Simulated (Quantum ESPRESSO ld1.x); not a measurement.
Lu IV, 68 electrons, occupied as [Xe] 4f13 6s1 (not the ground configuration). Method: scalar-relativistic Kohn-Sham, LDA (Slater exchange, Perdew-Wang correlation), spin-polarised, spherical densities, point nucleus; open shells are filled with parallel spins first; computed with ld1.x of Quantum ESPRESSO 7.5.

X-ray form factor f0, the Fourier transform of the density (f0(0) = 68):

sin(theta)/lambda (1/angstrom),f0 (electrons)
0.05,67.320
0.1,65.445
0.15,62.754
0.2,59.626
0.25,56.326
0.3,53.016
0.4,46.745
0.5,41.263
0.6,36.622
0.8,29.323
1,23.998
1.25,19.523
1.5,16.734
2,13.213
